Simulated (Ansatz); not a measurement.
`C[Si](C)(C)[CH2][Ga]([Cl])[Cl]`. The species carries charge 0 and has multiplicity 1. Geometry: relaxed with PBE0-D4/def2-TZVP. It is one conformer, not always the lowest.

```xyz
19

C    -1.375   -1.140    1.475
Si   -0.240   -0.090    0.420
C     1.547   -0.548    0.756
C    -0.510    1.727    0.773
C    -0.615   -0.414   -1.402
Ga    0.808    0.244   -2.536
Cl    2.306   -1.022   -3.393
Cl    1.103    2.324   -2.958
H    -1.196   -0.960    2.538
H    -2.425   -0.913    1.270
H    -1.219   -2.205    1.285
H     2.246    0.109    0.226
H     1.763   -1.575    0.451
H     1.777   -0.461    1.821
H    -0.267    1.961    1.813
H    -1.553    2.010    0.603
H     0.114    2.357    0.133
H    -0.715   -1.486   -1.590
H    -1.547    0.083   -1.685
```

Q: What is the dipole moment at ωB97M-V/def2-TZVPP? (Best estimate.)

A: Computed: 3.32 D, with components (-2.26, -0.99, 2.22) D in this frame, pointing from negative to positive charge.

Q: And with PBE, r2SCAN, B3LYP? (An estimate is asked.)

A: Computed: PBE 3.36 D, r2SCAN 3.44 D, B3LYP 3.39 D.

Q: Give the Mulliken charges with ωB97M-V, r2SCAN, PBE in def2-TZVPP. (Best estimate.)

A: Ansatz gave: 
| atom | ωB97M-V | r2SCAN | PBE |
| --- | --- | --- | --- |
| C1 | -0.45 | -0.32 | -0.38 |
| Si2 | 0.40 | 0.39 | 0.28 |
| C3 | -0.46 | -0.31 | -0.36 |
| C4 | -0.42 | -0.29 | -0.34 |
| C5 | -0.44 | -0.30 | -0.25 |
| Ga6 | 0.51 | 0.53 | 0.44 |
| Cl7 | -0.24 | -0.27 | -0.25 |
| Cl8 | -0.25 | -0.28 | -0.25 |
| H9 | 0.11 | 0.07 | 0.10 |
| H10 | 0.11 | 0.07 | 0.10 |
| H11 | 0.11 | 0.07 | 0.10 |
| H12 | 0.12 | 0.07 | 0.10 |
| H13 | 0.13 | 0.09 | 0.11 |
| H14 | 0.12 | 0.07 | 0.10 |
| H15 | 0.12 | 0.07 | 0.10 |
| H16 | 0.12 | 0.07 | 0.10 |
| H17 | 0.12 | 0.08 | 0.10 |
| H18 | 0.14 | 0.10 | 0.11 |
| H19 | 0.14 | 0.09 | 0.11 |

B3LYP here is the variant with VWN-RPA as its local correlation; programs differ in this.
